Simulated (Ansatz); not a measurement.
`O=[CH][SnH3]` + H₂ → `[SnH4]` + `C=O` at 500 K and 1 bar (hydrogenolysis of the Sn–C bond).

Gas-phase electronic energies from Ansatz, PBE0-D4/def2-TZVP geometries. CCSD(T)/CBS is the MP2 limit (def2-TZVPP, def2-QZVPP) plus CCSD(T) − MP2 in def2-TZVPP, frozen cores. This one scheme is used for every species. Elements past krypton have def2 core potentials. For Sn outer-core shells are correlated without core-valence functions, which leaves a few kJ/mol of doubt a bond.

```csv
species,CCSD(T)/CBS energy (Eh),H − E (kJ/mol),S (J/(mol·K))
`O=[CH][SnH3]`,-329.59298,133.1,365.6
H₂,-1.17544,41.0,145.5
`[SnH4]`,-216.39156,91.5,258.6
`C=O`,-114.39408,87.9,238.5
```

H − E and S are ideal-gas, rigid-rotor, harmonic terms from PBE0-D4/def2-TZVP. The MP2-based limit puts H₂ 0.8 mEh under its directly extrapolated value; such offsets cancel only in part. 1 Eh = 2625.50 kJ/mol, R = 8.31446 J/(mol·K).

Task: By hand: ΔE, ΔH, ΔS and ΔG.

Result: ΔE = (-216.39156) + (-114.39408) − (-329.59298) − (-1.17544) = -0.01722 Eh = -45.2 kJ/mol. Δ(H − E) = 91.5 + 87.9 − 133.1 − 41.0 = 5.3, so ΔH = -39.9 kJ/mol. ΔS = 258.6 + 238.5 − 365.6 − 145.5 = -14.0 J/(mol·K). ΔG = -39.9 − 500 × (-14.0)/1000 = -32.9 kJ/mol.

Task: By hand: the equilibrium constant, and the temperature at which ΔG would vanish if ΔH and ΔS stayed fixed.

Result: log₁₀ K = −ΔG/(RT ln 10) = 3.4. ΔG = 0 at ΔH/ΔS = 2850 K, far beyond where these terms or the molecules hold.

The number of gas molecules stays the same, so ΔS is small and ΔH decides. A doubt of 5 kJ/mol in ΔE shifts log₁₀ K by 0.5 here. Modes under 60 cm⁻¹, often nearly free rotors, make the harmonic entropy too high. These are equilibria of isolated gas molecules and say nothing of rates. Largest T1 diagnostic: 0.016 (customary marks: 0.02 for closed shells, 0.045 for open ones).
